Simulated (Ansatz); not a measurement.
`C=C[SiH](O)Cl` + HBr → `C=C[SiH](Cl)Br` + H₂O at 500 K and 1 bar (ligand exchange at the Si–O bond).

Program: Ansatz. Geometries: PBE0-D4/def2-TZVP. ΔE: electronic, gas phase. CCSD(T)/CBS adds triple-zeta CCSD(T) − MP2 to the extrapolated MP2 energy (def2 sets, frozen cores). This one scheme is used for every species. For Br outer-core shells are correlated without core-valence functions, which leaves a few kJ/mol of doubt a bond. Scalar relativity is left out up to krypton. Each species was taken in one conformer, which may not be the lowest.

```
         species  CCSD(T)/CBS energy (Eh)  H − E (kJ/mol)  S (J/(mol·K))
 `C=C[SiH](O)Cl`               -903.23363           223.7          411.2
             HBr              -2573.91920            30.5          213.7
`C=C[SiH](Cl)Br`              -3400.77233           187.9          423.9
             H₂O                -76.37941            73.2          206.3
```

H − E and S are ideal-gas, rigid-rotor, harmonic terms from PBE0-D4/def2-TZVP, for one conformer and one mirror image of each species. 1 Eh = 2625.50 kJ/mol, R = 8.31446 J/(mol·K).

Problem. By hand: ΔE, ΔH, ΔS and ΔG.

Solution. ΔE = (-3400.77233) + (-76.37941) − (-903.23363) − (-2573.91920) = 0.00109 Eh = 2.9 kJ/mol. Δ(H − E) = 187.9 + 73.2 − 223.7 − 30.5 = 6.9, so ΔH = 9.8 kJ/mol. ΔS = 423.9 + 206.3 − 411.2 − 213.7 = 5.3 J/(mol·K). ΔG = 9.8 − 500 × (5.3)/1000 = 7.2 kJ/mol.

Problem. By hand: the equilibrium constant, and the temperature at which ΔG would vanish if ΔH and ΔS stayed fixed.

Solution. log₁₀ K = −ΔG/(RT ln 10) = -0.8. ΔG = 0 at ΔH/ΔS = 1849 K, though so small a ΔH makes that figure unsure.

The number of gas molecules stays the same, so ΔS is small and ΔH decides. A doubt of 5 kJ/mol in ΔE shifts log₁₀ K by 0.5 here. Other conformers and mirror images would add mixing entropy, several J/(mol·K) or more a flexible species. These are equilibria of isolated gas molecules and say nothing of rates. Largest T1 diagnostic: 0.011 (customary marks: 0.02 for closed shells, 0.045 for open ones).
